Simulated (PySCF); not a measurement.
Computed with PBE-D3(BJ)/def2-TZVP // PBE0-D3(BJ)/def2-TZVP (PySCF). Isolated molecules, 0 K electronic values unless said otherwise. One relaxed conformer stands for a flexible species; it need not be the lowest. 

Reference species (SMILES): `[H]/N=C\B` (neutral, multiplicity 1).

HOMO: -6.07 eV
HOMO–LUMO gap: 2.94 eV
LUMO: -3.13 eV

After one change: the HOMO rises by 1.84 eV; the HOMO–LUMO gap drops by 1.14 eV; the LUMO increases by 0.70 eV.

Task: What was changed between the two runs? The new species is one of these.
(A) `B=NC`
(B) `C=BN`
(C) `BN=C`
(D) `[H]/B=C/N`

Result: D, `[H]/B=C/N`
